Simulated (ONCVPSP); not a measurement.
# Configuration tests for As (Z = 33) (ONCV)

arsenic, optimised norm-conserving Vanderbilt (ONCV), made with ONCVPSP 4.0.1 (PBE, fully relativistic). Core [Ne] 3s2, reference 3p6 3d10 4s1.75 4p3.25. Waves: 4s: rc 1.70 bohr, ncon 4, nbas 7, qcut 3.8 1/bohr, 1 projector; 3p+4p: rc 1.05 bohr, ncon 4, nbas 9, qcut 12.1 1/bohr, 2 projectors; 3d: rc 0.80 bohr, ncon 3, nbas 8, qcut 22.3 1/bohr, 1 projector. Local part: polynomial inside 0.50 bohr (lpopt 5, dvloc0 0 Ha). Core correction: Teter function fitted to the true core (icmod 2), fcfact 0.4.

Open shells are filled in proportion to 2j + 1.

Energies are relative to the spin-unpolarised reference configuration 3p6 3d10 4s1.75 4p3.25; without spin polarisation the order of configurations can differ from experiment.

```csv
valence configuration,charge,ΔE all-electron (eV),error AE − PS (meV)
3p6 3d10 4s2 4p2,+1,6.821,+0.6
3p6 3d10 4s2 4p1,+2,24.743,+7.1
3p6 3d10 4s1 4p3,+1,16.923,-1.4
```

Task: What are ΔE and the potential's error for 3p6 3d10 4s2 4p3?

Result: ΔE = -2.331 eV all-electron; the error (AE − PS) is -0.2 meV.

Note: ghosts flagged at negative energy: s at -670.4 eV; no localised positive-energy state flagged. A true bound ghost makes a file unfit for plane-wave use.
